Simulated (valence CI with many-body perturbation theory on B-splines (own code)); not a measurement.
Level structure of Fe11+

Level of theory: configuration interaction combined with many-body perturbation theory (CI+MBPT): five valence electrons over a frozen Dirac-Fock core [Ne], a basis of 11 s, 11 p, 10 d, 8 f, 5 g, 2 h functions for each j, with the one-electron correlation potential Σ1 (screened to all orders), the two-electron term Σ2, the three-electron term Σ3, Breit, model QED; selected single and double excitations, second order for the rest, scaled by the run's own slope (own B-spline code, finite nucleus).

No measured spectrum was set against this ion. As an estimate, levels of excited configurations hold to 0.05 to 0.15 % of their energy, terms of the ground configuration to about 0.5 %. Among the levels kept, up to 3200 cm⁻¹ of a level comes from second order outside the variational space, and about a tenth of that is noise between levels of different J, which matters for small intervals.

Levels 1 to 45 of 177, with energies above the lowest level, 3s²3p³ ⁴S°_3/2. "Leading %" is the weight of the configuration and term that name the level; weights of strongly mixed levels are sums over their largest components and can fall short, so below about 35 % the name and the second component can differ from the true leading terms, or belong to a minority configuration. In the jj column 3d3/2^4 stands for four electrons in 3d with j = 3/2. Lifetimes count E1, E2, E3, M1 and M2 decay at the calculated energies, and are blank where another channel may lead or the interval is too uncertain; long ones can be off by a factor of two.

| No. | Configuration | Term | J | E (cm⁻¹) | Leading % | Lifetime | Leading jj | g |
| --- | --- | --- | --- | --- | --- | --- | --- | --- |
| 1 | 3s²3p³ | ⁴S° | 3/2 | 0 | 94 |  | 3s^2 3p1/2 3p3/2^2 (48 %) | 1.982 |
| 2 | 3s²3p³ | ²D° | 3/2 | 41804 | 85 | 18.3 ms | 3s^2 3p1/2 3p3/2^2 (47 %) | 0.870 |
| 3 | 3s²3p³ | ²D° | 5/2 | 46343 | 96 | 320 ms | 3s^2 3p1/2 3p3/2^2 (96 %) | 1.200 |
| 4 | 3s²3p³ | ²P° | 1/2 | 74453 | 96 | 3.82 ms | 3s^2 3p1/2 3p3/2^2 (96 %) | 0.665 |
| 5 | 3s²3p³ | ²P° | 3/2 | 80847 | 82 | 1.59 ms | 3s^2 3p3/2^3 (78 %) | 1.281 |
| 6 | 3s3p⁴ | ⁴P | 5/2 | 274360 | 88 | 614 ps | 3s 3p1/2^2 3p3/2^2 (68 %) | 1.595 |
| 7 | 3s3p⁴ | ⁴P | 3/2 | 283990 | 88 | 568 ps | 3s 3p1/2 3p3/2^3 (75 %) | 1.730 |
| 8 | 3s3p⁴ | ⁴P | 1/2 | 288300 | 87 | 538 ps | 3s 3p3/2^4 (31 %) | 2.661 |
| 9 | 3s3p⁴ | ²D | 3/2 | 339930 | 75 | 273 ps | 3s 3p1/2 3p3/2^3 (46 %) | 0.812 |
| 10 | 3s3p⁴ | ²D | 5/2 | 341880 | 76 | 302 ps | 3s 3p1/2 3p3/2^3 (60 %) | 1.205 |
| 11 | 3s²3p²3d | ²P | 3/2 | 389850 | 49 | 107 ps | 3s 3p1/2 3p3/2^3 (29 %) | 1.323 |
| 12 | 3s3p⁴ | ²P | 1/2 | 394570 | 33 | 96.1 ps | 3s 3p1/2^2 3p3/2^2 (35 %) | 1.114 |
| 13 | 3s3p⁴ | ²S | 1/2 | 410730 | 53 | 119 ps | 3s 3p3/2^4 (43 %) | 1.552 |
| 14 | 3s²3p²3d | ⁴F | 3/2 | 426900 | 93 | 5.01 ns | 3s^2 3p1/2^2 3d3/2 (44 %) | 0.426 |
| 15 | 3s²3p²3d | ⁴F | 5/2 | 430680 | 91 | 8.80 ns | 3s^2 3p1/2 3p3/2 3d3/2 (56 %) | 1.047 |
| 16 | 3s²3p²3d | ⁴F | 7/2 | 436220 | 92 | 37.2 ns | 3s^2 3p1/2 3p3/2 3d5/2 (64 %) | 1.245 |
| 17 | 3s²3p²3d | ²F | 5/2 | 442790 | 77 | 9.46 ns | 3s^2 3p1/2 3p3/2 3d3/2 (63 %) | 0.956 |
| 18 | 3s²3p²3d | ⁴F | 9/2 | 443050 | 95 |  | 3s^2 3p3/2^2 3d5/2 (50 %) | 1.328 |
| 19 | 3s²3p²3d | ²F | 7/2 | 447080 | 51 | 29.8 ns | 3s^2 3p1/2 3p3/2 3d5/2 (59 %) | 1.271 |
| 20 | 3s²3p²3d | ⁴D | 1/2 | 447370 | 95 | 1.47 ns | 3s^2 3p1/2 3p3/2 3d3/2 (76 %) | 0.009 |
| 21 | 3s²3p²3d | ⁴D | 3/2 | 448430 | 92 | 1.44 ns | 3s^2 3p1/2 3p3/2 3d3/2 (40 %) | 1.177 |
| 22 | 3s²3p²3d | ⁴D | 5/2 | 452720 | 72 | 2.11 ns | 3s^2 3p1/2 3p3/2 3d5/2 (46 %) | 1.254 |
| 23 | 3s²3p²3d | ⁴D | 7/2 | 462070 | 49 | 2.61 μs | 3s^2 3p3/2^2 3d5/2 (89 %) | 1.288 |
| 24 | 3s²3p²3d | ²G | 7/2 | 494530 | 95 | 3.67 ns | 3s^2 3p1/2 3p3/2 3d3/2 (48 %) | 0.894 |
| 25 | 3s²3p²3d | ²G | 9/2 | 497580 | 95 |  | 3s^2 3p1/2 3p3/2 3d5/2 (50 %) | 1.116 |
| 26 | 3s²3p²3d | ²P | 3/2 | 502370 | 49 | 15.0 ps | 3s^2 3p1/2 3p3/2 3d5/2 (36 %) | 1.315 |
| 27 | 3s²3p²3d | ⁴P | 5/2 | 512730 | 83 | 11.7 ps | 3s^2 3p1/2 3p3/2 3d5/2 (47 %) | 1.582 |
| 28 | 3s²3p²3d | ²P | 1/2 | 514400 | 50 | 14.8 ps | 3s^2 3p3/2^2 3d5/2 (31 %) | 0.825 |
| 29 | 3s²3p²3d | ⁴P | 3/2 | 517020 | 80 | 11.6 ps | 3s^2 3p1/2 3p3/2 3d3/2 (34 %) | 1.674 |
| 30 | 3s²3p²3d | ⁴P | 1/2 | 520040 | 79 | 11.1 ps | 3s^2 3p3/2^2 3d3/2 (50 %) | 2.493 |
| 31 | 3s²3p²3d | ²D | 3/2 | 526620 | 83 | 55.7 ps | 3s^2 3p3/2^2 3d3/2 (34 %) | 0.868 |
| 32 | 3s²3p²3d | ²D | 5/2 | 537440 | 85 | 29.1 ps | 3s^2 3p3/2^2 3d5/2 (51 %) | 1.211 |
| 33 | 3s²3p²3d | ²D | 3/2 | 554490 | 79 | 13.8 ps | 3s^2 3p1/2 3p3/2 3d3/2 (36 %) | 0.813 |
| 34 | 3s²3p²3d | ²D | 5/2 | 555170 | 86 | 21.1 ps | 3s^2 3p3/2^2 3d5/2 (37 %) | 1.200 |
| 35 | 3s²3p²3d | ²P | 1/2 | 570360 | 80 | 14.6 ps | 3s^2 3p1/2 3p3/2 3d5/2 (69 %) | 0.819 |
| 36 | 3s²3p²3d | ²F | 5/2 | 577400 | 82 | 9.52 ps | 3s^2 3p1/2 3p3/2 3d3/2 (38 %) | 0.907 |
| 37 | 3s²3p²3d | ²P | 3/2 | 578250 | 87 | 14.2 ps | 3s^2 3p3/2^2 3d5/2 (52 %) | 1.320 |
| 38 | 3s²3p²3d | ²S | 1/2 | 580310 | 69 | 14.6 ps | 3s^2 3p1/2 3p3/2 3d3/2 (28 %) | 1.861 |
| 39 | 3s²3p²3d | ²F | 7/2 | 581820 | 95 | 9.53 ps | 3s^2 3p1/2 3p3/2 3d5/2 (55 %) | 1.142 |
| 40 | 3s²3p²3d | ²D | 5/2 | 604660 | 80 | 10.6 ps | 3s^2 3p3/2^2 3d5/2 (58 %) | 1.153 |
| 41 | 3s²3p²3d | ²D | 3/2 | 606280 | 94 | 10.9 ps | 3s^2 3p3/2^2 3d3/2 (47 %) | 0.802 |
| 42 | 3s3p³3d | ⁶D° | 1/2 | 626040 | 99 | 23.8 ns | 3s 3p1/2 3p3/2^2 3d3/2 (52 %) | 3.331 |
| 43 | 3s3p³3d | ⁶D° | 3/2 | 626300 | 99 | 25.9 ns | 3s 3p1/2 3p3/2^2 3d3/2 (46 %) | 1.865 |
| 44 | 3s3p³3d | ⁶D° | 5/2 | 626710 | 98 | 36.4 ns | 3s 3p1/2 3p3/2^2 3d3/2 (36 %) | 1.655 |
| 45 | 3s3p³3d | ⁶D° | 7/2 | 627290 | 98 | 71.4 ns | 3s 3p1/2 3p3/2^2 3d5/2 (31 %) | 1.585 |

Names give the largest LS component (configuration and term), which can be under half, so a name can repeat, a term be missing and a line seem to break the LS rules; names also repeat where a configuration has a term twice.

The ionisation energy to 3s²3p² ³P0 of the next ion comes out as 327.31 eV (NIST: 330.8 ± 0.6 eV (semi-empirical), further off than twice its uncertainty). All 177 levels together are meant to be complete up to 1068100 cm⁻¹.
